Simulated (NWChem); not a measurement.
System meant: C$_{3}$H$_{2}$FN; SMILES N#C/C=C/F

The following NWChem deck was run.

```
start job
memory heap 200 mb stack 900 mb global 1100 mb
geometry units angstroms noautosym nocenter noautoz
  N     -0.227988    -2.531003     0.000000
  C      0.095656    -1.417104     0.000000
  C      0.511352    -0.057349     0.000000
  C     -0.377913     0.941797     0.000000
  F      0.002420     2.199828     0.000000
  H      1.582915     0.162663     0.000000
  H     -1.464463     0.810420     0.000000
end
basis spherical
  * library def2-svp
end
dft
  xc m06-2x
  iterations 150
end
property
  shielding
end
task dft property
```

End of the output:

```
 Vector   21  Occ=0.000000D+00  E= 1.063595D-01
              MO Center= -1.2D+00,  5.9D-01,  1.2D-11, r^2= 4.2D+00
   Bfn.  Coefficient  Atom+Function         Bfn.  Coefficient  Atom+Function
  ----- ------------  ---------------      ----- ------------  ---------------
    77      1.955125  7 H  s                 45     -1.351402  4 C  s
    31      1.056197  3 C  s                 49      0.824445  4 C  px
    72     -0.807949  6 H  s                  3     -0.544026  1 N  s
    22     -0.477232  2 C  py                50      0.373885  4 C  py
    46      0.267877  4 C  px                21     -0.255917  2 C  px

 center of mass
 --------------
 x =  -0.00739841 y =   0.02501888 z =   0.00000000

 moments of inertia (a.u.)
 ------------------
         775.273778945333          -3.567277820775           0.000000000000
          -3.567277820775          37.049549170402           0.000000000000
           0.000000000000           0.000000000000         812.323328115735

     Multipole analysis of the density
     ---------------------------------

     L   x y z        total         alpha         beta         nuclear
     -   - - -        -----         -----         ----         -------
     0   0 0 0     -0.000000    -18.000000    -18.000000     36.000000

     1   1 0 0      0.055168      0.104225      0.104225     -0.153283
     1   0 1 0      1.072214      0.669731      0.669731     -0.267249
     1   0 0 1      0.000000      0.000000      0.000000      0.000000

     2   2 0 0    -17.883830    -22.324245    -22.324245     26.764660
     2   1 1 0     -1.719055     -0.918535     -0.918535      0.118016
     2   1 0 1      0.000000      0.000000      0.000000      0.000000
     2   0 2 0    -29.028775   -204.618189   -204.618189    380.207602
     2   0 1 1      0.000000      0.000000      0.000000      0.000000
     2   0 0 2    -20.922022    -10.461011    -10.461011      0.000000

          -----------------------------------------
          Chemical Shielding Tensors (GIAO, in ppm)
          -----------------------------------------

 ------------------------------------------------------------------------
  xm06: d2 not coded                    0
 ------------------------------------------------------------------------
 ------------------------------------------------------------------------
  current input line :
    22: task dft property
 ------------------------------------------------------------------------
 ------------------------------------------------------------------------
 This error has not yet been assigned to a category
 ------------------------------------------------------------------------
 For more information see the NWChem manual at https://nwchemgit.github.io

0: xm06: d2 not coded:Received an Error in Communication
```

Problem. Can this run be used? If not, why, and what is the fix?

Solution. The program stopped with an error. Cause: this functional's second derivatives, which shieldings need, aren't coded here; the fix takes a hybrid GGA instead. This input runs:
```
start job
memory heap 200 mb stack 900 mb global 1100 mb
geometry units angstroms noautosym nocenter noautoz
  N     -0.227988    -2.531003     0.000000
  C      0.095656    -1.417104     0.000000
  C      0.511352    -0.057349     0.000000
  C     -0.377913     0.941797     0.000000
  F      0.002420     2.199828     0.000000
  H      1.582915     0.162663     0.000000
  H     -1.464463     0.810420     0.000000
end
basis spherical
  * library def2-svp
end
dft
  xc pbe0
  iterations 150
end
property
  shielding
end
task dft property
```
It converges to -269.56362 Ha (PBE0/def2-SVP, GIAO).
